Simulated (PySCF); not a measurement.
Cartesian coordinates (Å):
```xyz
11

Zr     0.0429     0.0996     0.0221
O     -0.0327    -1.8437    -0.1108
H      0.1555    -2.7737     0.0712
O      0.9777     0.7549     1.6092
H      0.9113     1.1758     2.4785
N     -1.9073     0.7554     0.0067
H     -2.7121     0.2382     0.3800
H     -2.2614     1.6180    -0.4210
N      0.9771     0.9804    -1.5823
H      0.9507     0.6561    -2.5563
H      1.6723     1.7335    -1.5232
```
Charge 0, spin multiplicity 1.

Q: What is the computed HOMO–LUMO gap, HOMO and charge on the central atom (Mulliken) (TPSSh-D3(BJ)/def2-TZVP // PBE-D3(BJ)/def2-SVP (PySCF 2.14.0))?

A: 
| Quantity | Result |
|---|---|
| HOMO–LUMO gap | 5.62 eV |
| HOMO | -5.92 eV |
| charge on the central atom (Mulliken) | 1.76 e |
